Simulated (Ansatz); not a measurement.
Isolated molecules relaxed with PBE0-D4/def2-TZVP in Ansatz; ΔE leaves out vibrations. CCSD(T)/CBS is the MP2 limit (def2-TZVPP, def2-QZVPP) plus CCSD(T) − MP2 in def2-TZVPP, frozen cores. This one scheme is used for every species. DFT in def2-TZVPP. For Br, Ga outer-core shells are correlated without core-valence functions, which leaves a few kJ/mol of doubt a bond. Scalar relativity is left out up to krypton. One conformer a species, not always the lowest.

Reaction (ligand exchange at a Ga–Br bond): `[OH][Ga]([Br])[Br]` + CH₃OH → `C[O][Ga]([OH])[Br]` + HBr

| species | CAM-B3LYP-D4 energy (Eh) |
| --- | --- |
| `[OH][Ga]([Br])[Br]` | -7149.52822 |
| CH₃OH | -115.72582 |
| `C[O][Ga]([OH])[Br]` | -4690.34454 |
| HBr | -2574.88422 |

Q: Work out ΔE.

A: ΔE = (-4690.34454) + (-2574.88422) − (-7149.52822) − (-115.72582) = 0.02528 Eh = +15.9 kcal/mol. CCSD(T)/CBS gives +16.6 kcal/mol.

Q: What do rigid-rotor, harmonic-oscillator terms from PBE0-D4/def2-TZVP frequencies (298.15 K, 1 bar) make of the CCSD(T)/CBS value? (An estimate is asked.)

A: The calculation gave: ΔZPE = -2.8 kcal/mol, ΔH = +14.3 kcal/mol, ΔS = -11 J/(mol·K), ΔG = +15.1 kcal/mol.

Largest T1 diagnostic among the species: 0.012.

From r2SCAN to r2SCAN0 (25 % exact exchange), in def2-TZVPP and without D4, ΔE moves by +1.3 kcal/mol. At CCSD(T), def2-SVP lies −2.8 kcal/mol from the extrapolated value and def2-TZVPP −0.9 kcal/mol. Leaving LDA and LC-ωPBE aside and taking each functional with its dispersion term where it has one, the values, not all of them listed here, spread over 3.2 kcal/mol, from BLYP-D4 to HSE06-D4. LDA lies −2.0 kcal/mol from PBE without D4.
